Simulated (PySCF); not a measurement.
CH5BeN. Atoms are numbered in the order given.

```xyz
8

Be    -0.0537    -0.0254     0.0486
C      1.1270     0.4139    -1.0717
H      2.0418    -0.1765    -0.9643
H      1.4155     1.4640    -0.9532
H      0.7845     0.2973    -2.1042
N     -1.1083    -0.4080     1.0535
H     -1.5230    -1.3222     1.1426
H     -1.5077     0.2119     1.7404
```
Charge 0, spin multiplicity 1.

The structure is a stationary point at B3LYP-D3(BJ)/def2-TZVP. The values are those of a single conformer.

Level of theory: TDA-B3LYP/def2-SVPD (PySCF).

Vertical excitations. Isolated molecule, no solvent.

| state | energy (eV) | λ (nm) | f | main pairs |
|---|---|---|---|---|
| S1 | 5.93 | 209 | 0.073 | HOMO→LUMO 97 % |
| S2 | 5.97 | 208 | 0.002 | HOMO→LUMO+1 92 % |
| S3 | 6.73 | 184 | 0.000 | HOMO→LUMO+2 98 % |
| S4 | 7.16 | 173 | 0.013 | HOMO→LUMO+3 48 %, HOMO−1→LUMO 45 % |
| S5 | 7.18 | 173 | 0.000 | HOMO→LUMO+4 93 % |
| S6 | 7.24 | 171 | 0.055 | HOMO−1→LUMO+1 97 % |
| S7 | 7.34 | 169 | 0.109 | HOMO→LUMO+3 46 %, HOMO−1→LUMO 43 % |
| S8 | 7.74 | 160 | 0.024 | HOMO−1→LUMO+2 89 % |
| S9 | 7.88 | 157 | 0.035 | HOMO−1→LUMO+3 97 % |
| S10 | 8.22 | 151 | 0.284 | HOMO→LUMO+5 90 % |
| T1 | 5.57 | 222 | 0 | HOMO→LUMO 97 % |
| T2 | 5.88 | 211 | 0 | HOMO→LUMO+1 92 % |
| T3 | 6.24 | 199 | 0 | HOMO→LUMO+3 81 %, HOMO→LUMO+5 17 % |
| T4 | 6.62 | 187 | 0 | HOMO−1→LUMO+1 86 % |
Triplets are in the Tamm–Dancoff approximation.
